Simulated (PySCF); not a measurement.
tetrasilane (H10Si4), singlet, geometry from GFN2-xTB. Base run: PySCF with HF/STO-3G.

Here is a job for PySCF.
```python
from pyscf import gto, scf

mol = gto.Mole()
mol.atom = '''
    Si    2.125832   -0.979920    0.952138
    Si    1.089819    0.983751    0.304269
    Si   -0.750450    0.703644   -1.090761
    Si   -2.444427   -0.604187   -0.213788
    H     3.284636   -0.803592    1.829553
    H     1.193102   -1.852029    1.671989
    H     2.600018   -1.744884   -0.204505
    H     2.078802    1.892367   -0.299304
    H     0.657360    1.723128    1.503663
    H    -0.288131    0.112737   -2.359357
    H    -1.295249    2.003580   -1.516592
    H    -2.960346   -0.046722    1.039570
    H    -3.603095   -0.779838   -1.091518
    H    -1.957921   -1.950769    0.100489
'''
mol.basis = 'sto-3g'
mol.charge = 0
mol.spin = 0
mol.verbose = 4
mol.build()

mf = scf.RHF(mol)
mf.kernel()
```

Variants of this job, named by their change:

| change | E (Eh) | HOMO (eV) | HOMO-LUMO gap (eV) | dipole (D) |
|---|---|---|---|---|
| base | -1148.27563 | -8.18 | 17.58 | 0.32 |
| functional = pbe0; dispersion = d3bjm | -1150.13412 | -5.91 | 11.01 | 0.26 |
| functional = o3lyp | -1150.62326 | -5.37 | 9.86 | 0.27 |
| functional = pw6b95 | -1151.60404 | -6.07 | 10.95 | 0.27 |
| functional = pbe0 | -1150.10614 | -5.91 | 11.01 | 0.26 |
| functional = r2scan | -1150.48996 | -5.11 | 9.39 | 0.27 |
| functional = blyp; dispersion = d3bjm | -1150.44743 | -4.74 | 8.70 | 0.27 |
| functional = camb3lyp | -1150.49350 | -7.14 | 13.39 | 0.27 |
| functional = m06 | -1150.39307 | -5.83 | 10.97 | 0.26 |
| functional = b3lyp | -1150.60925 | -5.76 | 10.45 | 0.28 |
| functional = lc_wpbe | -1150.14857 | -8.50 | 16.01 | 0.26 |
| functional = pbe0; dispersion = d3zero | -1150.11111 | -5.91 | 11.01 | 0.26 |
| functional = bp86 | -1150.63377 | -4.95 | 8.79 | 0.26 |

Absolute energies of different levels of theory aren't comparable as measures of quality.
